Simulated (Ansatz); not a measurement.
Input file for Ansatz (a quantum-chemistry and plane-wave program): R-r2SCAN/def2-TZVPP on CH3FSi (SMILES C[Si]F), a point of a torsion scan.

Ansatz 0.2 input:
```yaml
crystal:
  periodic: [false, false, false]
  atoms:
    - {symbol: C, position_ang: [-0.54551843, -0.01832929, 0.01646378]}
    - {symbol: Si, position_ang: [1.15975088, -0.87412006, -0.10183208]}
    - {symbol: F, position_ang: [1.28712450, -1.27391692, 1.49570209]}
    - {symbol: H, position_ang: [-0.78376166, 0.28738024, 1.03639878]}
    - {symbol: H, position_ang: [-1.33592496, -0.69183563, -0.31624006]}
    - {symbol: H, position_ang: [-0.59613872, 0.86323308, -0.62057037]}
basis:
  gaussian:
    orbitals: def2-TZVPP
hamiltonian:
  xc: {name: r2SCAN}
scf: {lower_state_search: off}
```

The head of its log:

```
WARN ansatz: RAYON_NUM_THREADS=1 ignored (pool sized by the plan → 1); use --threads N
Functional definition: r2SCAN
these checks for a lower state are left out or cut short: stability, starts, cluster_reference, orbital_swaps, neighbouring_geometries, increment
integrals: 0.05 GiB planned
801 factors; their error is unknown
mean field: 0.43 GiB planned
mean field evaluation 1: about -11671.2805 eV, gradient 6.6e1 eV
mean field evaluation 2: about -11655.9385 eV, gradient 1.0e2 eV
```

Problem. Predict the final total energy.

Solution. -429.2366 hartree.
